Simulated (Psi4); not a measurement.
F$_{5}$Si (SMILES F[Si-](F)(F)(F)F), charge -1, singlet, at a GFN2-xTB geometry (a gas-phase anion, which may not be bound at this level). Base run: Psi4 with PBE0/STO-3G.

The Psi4 input:
```
memory 2 GB

molecule mol {
-1 1
  F    -0.997466   -1.120591   -0.700975
  Si    0.012747   -0.036997    0.017940
  F     1.180667   -0.530930   -1.032554
  F    -0.958229   -0.114684    1.345612
  F    -0.464702    1.348779   -0.654022
  F     1.219903    0.474977    1.014033
}

set basis sto-3g
set reference rks

energy('pbe0')
print_variables()
```

The base run was repeated with changes; each row names its change, and settings that it needs were set with it.

```tsv
change	E (Eh)	core-seconds (rough)
base	-777.53047	3
functional = tpss	-778.09832	5
functional = cam-b3lyp	-777.84037	3
functional = scan	-778.01189	4
functional = wb97m-v	-778.09782	30
functional = b3lyp	?	3
functional = r2scan	-777.90357	4
functional = m06-l	-778.05997	3
functional = dsd-pbep86	?	2
functional = tpssh	?	4
functional = bhhlyp	?	3
functional = pw6b95	-778.84051	3
functional = m06-2x	-778.07337	3
```

### Question
Complete the blanks.

### Answer

- functional = b3lyp, E (Eh): -777.99635
- functional = dsd-pbep86, E (Eh): -776.70896
- functional = tpssh, E (Eh): -778.08692
- functional = bhhlyp, E (Eh): -777.94299

Totals shift with the method and basis; they matter in differences.

A gas-phase anion may not be bound at this level; its values then depend on the basis.
